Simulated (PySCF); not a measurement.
Job for PySCF: R-M06-2X/def2-TZVPP on Cl2Ge (SMILES [Cl][Ge][Cl]).

```python
from pyscf import gto, dft

mol = gto.M(
    atom='''
    Ge   -0.00000000    0.00000000   -0.94094149
    Cl    1.69362075   -0.00000000    0.47047074
    Cl   -1.69362075   -0.00000000    0.47047074
    ''',
    basis='def2-tzvpp',
    charge=0, spin=0, verbose=4, max_memory=1800)
mf = dft.RKS(mol, xc='m062x').density_fit(auxbasis='def2-universal-jkfit')
mf.grids.level = 4
mf.conv_tol = 1e-9
mf.max_cycle = 150
mf.kernel()
mf.dip_moment()
```

### Question
What total energy does the run end on?

### Answer
-2997.4952 hartree.
